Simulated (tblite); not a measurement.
A geometry optimisation, step by step.

C2H4BF3.
Atom-mapped SMILES: `[BH2:1][CH2:2][C:3]([F:4])([F:5])[F:6]` (hydrogens: H7, H8 on B1; H9, H10 on C2)

Computed with GFN2-xTB (tblite), gas phase: L-BFGS steps from a force-field or distance-geometry start until the largest atomic force falls under 0.01 eV/Å. 11 of its 67 geometries are shown.

Step 0: E = -591.6671 eV, largest atomic force 1.948 eV/Å
```
atom  x, y, z in Å  |  force x, y, z in eV/Å
B1     -1.452    0.219    0.001   -0.577  -0.071  -0.049
C2      0.076    0.628    0.073    0.032  -0.010   0.947
C3      1.009   -0.595   -0.058   -0.577   0.691  -0.281
F4      0.804   -1.193   -1.297    0.710   0.355   1.779
F5      2.316   -0.180    0.034   -1.141  -1.033  -0.162
F6      0.746   -1.505    0.947    0.690   0.809  -1.433
H7     -2.178    0.445    0.909    0.315  -0.055  -0.324
H8     -1.885   -0.279   -0.971    0.135   0.031   0.163
H9      0.306    1.349   -0.725    0.136  -0.321   0.215
H10     0.267    1.115    1.065    0.277  -0.396  -0.855
```

Step 7: E = -591.9092 eV, largest atomic force 0.090 eV/Å
```
atom  x, y, z in Å  |  force x, y, z in eV/Å
B1     -1.478    0.224   -0.004    0.056   0.019   0.024
C2      0.051    0.635    0.099    0.071  -0.055  -0.005
C3      0.974   -0.556   -0.061   -0.001  -0.008   0.000
F4      0.837   -1.185   -1.237   -0.033   0.023   0.006
F5      2.275   -0.218    0.024   -0.048   0.044   0.006
F6      0.776   -1.483    0.892   -0.010   0.000  -0.013
H7     -2.179    0.445    0.899   -0.069   0.008  -0.037
H8     -1.875   -0.291   -0.974    0.039  -0.008   0.039
H9      0.313    1.326   -0.708   -0.024  -0.005   0.019
H10     0.316    1.107    1.047    0.019  -0.018  -0.040
```

Step 13: E = -591.9121 eV, largest atomic force 0.050 eV/Å
```
atom  x, y, z in Å  |  force x, y, z in eV/Å
B1     -1.475    0.227    0.003   -0.017  -0.008   0.001
C2      0.052    0.632    0.104    0.035   0.000   0.021
C3      0.970   -0.557   -0.062    0.011  -0.009  -0.011
F4      0.831   -1.182   -1.239    0.006   0.014   0.001
F5      2.268   -0.207    0.024   -0.003  -0.029  -0.014
F6      0.776   -1.488    0.887    0.009   0.003  -0.013
H7     -2.202    0.453    0.884   -0.015   0.045   0.015
H8     -1.857   -0.300   -0.963    0.013  -0.041  -0.022
H9      0.308    1.322   -0.705   -0.014   0.010  -0.013
H10     0.337    1.104    1.044   -0.025   0.015   0.033
```

Step 20: E = -591.9166 eV, largest atomic force 0.125 eV/Å
```
atom  x, y, z in Å  |  force x, y, z in eV/Å
B1     -1.473    0.227    0.013   -0.027  -0.032  -0.021
C2      0.056    0.627    0.125   -0.081   0.042   0.005
C3      0.975   -0.557   -0.066   -0.015  -0.004  -0.013
F4      0.819   -1.160   -1.254   -0.010  -0.014  -0.009
F5      2.276   -0.222    0.007    0.008   0.031   0.026
F6      0.784   -1.502    0.870    0.018  -0.019  -0.002
H7     -2.235    0.521    0.850    0.083   0.011  -0.093
H8     -1.809   -0.359   -0.941   -0.043  -0.009   0.084
H9      0.281    1.321   -0.689    0.039   0.031   0.004
H10     0.336    1.109    1.061    0.028  -0.038   0.020
```

Step 26: E = -591.9302 eV, largest atomic force 0.328 eV/Å
```
atom  x, y, z in Å  |  force x, y, z in eV/Å
B1     -1.465    0.210    0.013    0.110   0.092   0.024
C2      0.049    0.613    0.173    0.093  -0.065  -0.030
C3      0.973   -0.554   -0.085    0.062   0.026  -0.007
F4      0.778   -1.095   -1.296    0.139  -0.047  -0.024
F5      2.275   -0.218   -0.018    0.032   0.039  -0.077
F6      0.819   -1.550    0.806   -0.079   0.044  -0.008
H7     -2.252    0.754    0.657   -0.271   0.124   0.136
H8     -1.754   -0.580   -0.786   -0.077  -0.110  -0.040
H9      0.247    1.358   -0.607    0.065  -0.040   0.016
H10     0.338    1.067    1.122   -0.075  -0.063   0.010
```

Step 33: E = -591.9566 eV, largest atomic force 0.341 eV/Å
```
atom  x, y, z in Å  |  force x, y, z in eV/Å
B1     -1.485    0.220    0.006   -0.207   0.073   0.064
C2      0.041    0.585    0.173    0.082   0.033  -0.059
C3      0.991   -0.551   -0.122    0.019  -0.028   0.006
F4      0.830   -1.072   -1.348    0.019   0.014   0.020
F5      2.285   -0.177   -0.045   -0.040  -0.016   0.007
F6      0.844   -1.564    0.748    0.041  -0.022  -0.031
H7     -2.272    0.976    0.453    0.171  -0.239  -0.173
H8     -1.807   -0.764   -0.552    0.042   0.248   0.146
H9      0.298    1.404   -0.510   -0.074  -0.059   0.032
H10     0.284    0.947    1.175   -0.052  -0.004  -0.012
```

Step 40: E = -591.9648 eV, largest atomic force 0.067 eV/Å
```
atom  x, y, z in Å  |  force x, y, z in eV/Å
B1     -1.489    0.232    0.010   -0.017  -0.065  -0.006
C2      0.039    0.575    0.172   -0.012  -0.028   0.015
C3      0.997   -0.554   -0.133    0.013   0.005  -0.002
F4      0.848   -1.062   -1.366   -0.010   0.043  -0.010
F5      2.284   -0.162   -0.046    0.023  -0.005  -0.008
F6      0.868   -1.585    0.718   -0.027   0.030   0.003
H7     -2.266    1.032    0.351    0.000  -0.007  -0.024
H8     -1.823   -0.792   -0.438   -0.026   0.026   0.012
H9      0.294    1.415   -0.481    0.027  -0.036   0.008
H10     0.255    0.906    1.190    0.030   0.036   0.013
```

Step 46: E = -591.9665 eV, largest atomic force 0.025 eV/Å
```
atom  x, y, z in Å  |  force x, y, z in eV/Å
B1     -1.490    0.226    0.015   -0.018   0.009  -0.009
C2      0.038    0.568    0.182   -0.002   0.011  -0.004
C3      1.000   -0.552   -0.135   -0.002  -0.005   0.011
F4      0.846   -1.042   -1.376    0.003   0.014   0.007
F5      2.287   -0.159   -0.048    0.002  -0.010  -0.001
F6      0.873   -1.592    0.705   -0.001  -0.015  -0.005
H7     -2.262    1.053    0.298    0.004  -0.025   0.000
H8     -1.836   -0.809   -0.396    0.007   0.007   0.017
H9      0.295    1.409   -0.468    0.008   0.014  -0.014
H10     0.258    0.902    1.200   -0.001  -0.001  -0.001
```

Step 53: E = -591.9668 eV, largest atomic force 0.021 eV/Å
```
atom  x, y, z in Å  |  force x, y, z in eV/Å
B1     -1.490    0.226    0.014   -0.006   0.004   0.015
C2      0.039    0.570    0.181   -0.006   0.001   0.006
C3      1.000   -0.551   -0.135   -0.006  -0.003  -0.011
F4      0.847   -1.030   -1.380    0.012  -0.014  -0.011
F5      2.288   -0.163   -0.044   -0.006   0.000   0.006
F6      0.871   -1.597    0.697   -0.015   0.007  -0.009
H7     -2.265    1.055    0.282    0.017  -0.009  -0.005
H8     -1.837   -0.818   -0.370    0.015  -0.001   0.003
H9      0.302    1.411   -0.467   -0.003   0.005  -0.001
H10     0.254    0.901    1.200   -0.002   0.010   0.005
```

Step 59: E = -591.9673 eV, largest atomic force 0.024 eV/Å
```
atom  x, y, z in Å  |  force x, y, z in eV/Å
B1     -1.488    0.224    0.020    0.006  -0.006  -0.002
C2      0.040    0.575    0.180    0.004   0.006  -0.011
C3      0.996   -0.549   -0.140    0.005   0.012   0.001
F4      0.852   -1.014   -1.392   -0.001   0.007   0.000
F5      2.285   -0.169   -0.034    0.010  -0.007   0.009
F6      0.854   -1.605    0.677   -0.009   0.007   0.005
H7     -2.267    1.060    0.252    0.001   0.001   0.003
H8     -1.825   -0.838   -0.323   -0.008   0.002   0.003
H9      0.308    1.417   -0.464   -0.017  -0.004   0.003
H10     0.252    0.905    1.202    0.009  -0.018  -0.013
```

Step 66: E = -591.9676 eV, largest atomic force 0.008 eV/Å
```
atom  x, y, z in Å  |  force x, y, z in eV/Å
B1     -1.487    0.222    0.022    0.006  -0.002   0.003
C2      0.041    0.577    0.176    0.001  -0.001  -0.002
C3      0.997   -0.547   -0.144   -0.001  -0.002   0.002
F4      0.860   -1.004   -1.399    0.007   0.003  -0.001
F5      2.287   -0.174   -0.024   -0.003  -0.001   0.002
F6      0.842   -1.605    0.667    0.002  -0.006   0.000
H7     -2.265    1.063    0.234   -0.004   0.006   0.003
H8     -1.825   -0.848   -0.290   -0.006  -0.003  -0.002
H9      0.307    1.422   -0.464   -0.002   0.001   0.000
H10     0.252    0.898    1.200    0.001   0.006  -0.004
```

Problem. Summarise the path.

Solution. The energy falls by 0.3005 eV from step 0 to step 66; nine tenths of that is first reached at step 29. It falls at every step. The largest force goes from 1.948 to 0.008 eV/Å. Among the bonds C3–F4 changes most, from 1.392 to 1.343 Å; the atoms move by 0.442 Å rms after alignment.

Problem. Follow the three bonds and two angles with the largest change from start to end.

Solution. 
```
step  E above end (eV)  largest force (eV/Å)  C3–F4 (Å)  C3–F6 (Å)  C2–C3 (Å)  C2–C3–F4 (°)  F5–C3–F6 (°)
   0            0.3005                 1.948      1.392      1.381      1.543         109.1         109.4
   3            0.0651                 0.239      1.338      1.343      1.508         112.9         105.9
   6            0.0592                 0.135      1.342      1.345      1.515         113.4         105.6
   9            0.0571                 0.084      1.340      1.344      1.512         113.6         105.9
  11            0.0560                 0.059      1.340      1.344      1.510         113.6         106.0
  14            0.0551                 0.066      1.341      1.344      1.513         113.6         105.9
  17            0.0536                 0.087      1.340      1.344      1.513         113.7         105.7
  20            0.0510                 0.125      1.341      1.344      1.511         113.2         105.9
  23            0.0471                 0.137      1.342      1.345      1.514         112.7         105.9
  26            0.0374                 0.328      1.341      1.345      1.511         112.1         105.2
  29            0.0300                 0.150      1.342      1.344      1.508         112.1         105.6
  32            0.0151                 0.111      1.341      1.344      1.508         113.2         106.6
  34            0.0081                 0.105      1.342      1.344      1.510         113.2         106.0
  37            0.0053                 0.085      1.341      1.344      1.509         113.3         105.7
  40            0.0028                 0.067      1.342      1.344      1.511         113.5         105.9
  43            0.0017                 0.067      1.342      1.343      1.510         113.3         106.1
  46            0.0011                 0.025      1.342      1.343      1.510         113.1         106.0
  49            0.0010                 0.015      1.342      1.343      1.511         113.0         106.0
  52            0.0008                 0.022      1.342      1.343      1.510         112.8         106.0
  55            0.0006                 0.025      1.343      1.343      1.510         112.7         105.8
  57            0.0005                 0.025      1.343      1.342      1.511         112.8         105.9
  60            0.0002                 0.022      1.343      1.343      1.510         112.8         106.0
  63            0.0001                 0.020      1.343      1.343      1.510         112.7         106.0
  66            0.0000                 0.008      1.343      1.343      1.510         112.8         106.0
```

The cost below is that of the whole relaxation. The run took 0.22 s wall on one thread of an Arm Neoverse V1, no GPU, on a shared host.
